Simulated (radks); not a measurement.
Q: Successive ionisation energies (eV) of one element, from differences of total energies of ions in their ground configurations, starting at charge 44: 2231.9, 2297.0, 2547.4, 2610.7, 2674.3, 2737.9, 2976.3, 3044.5, 3227.8, 3295.7, 5416.0, 5563.4, 5712.2, 5862.4, 6014.0, 6166.9, 6447.0, 6606.8, 6768.0, 6930.5, 7375.9, 7515.9. All-electron calculation, Dirac Kohn-Sham, PBE, spin-unpolarised, spherical densities, finite nucleus; open shells fill j = l - 1/2 first; Fermi nuclear charge, rms radius 5.5012 fm. Program: a radial shooting solver on a logarithmic mesh with Libxc functionals. Which element is it?

A: Lead (Z = 82). The first species listed is Pb44+ in [Kr] 4d2, the last Pb65+ in [Ne] 3s2 3p5.
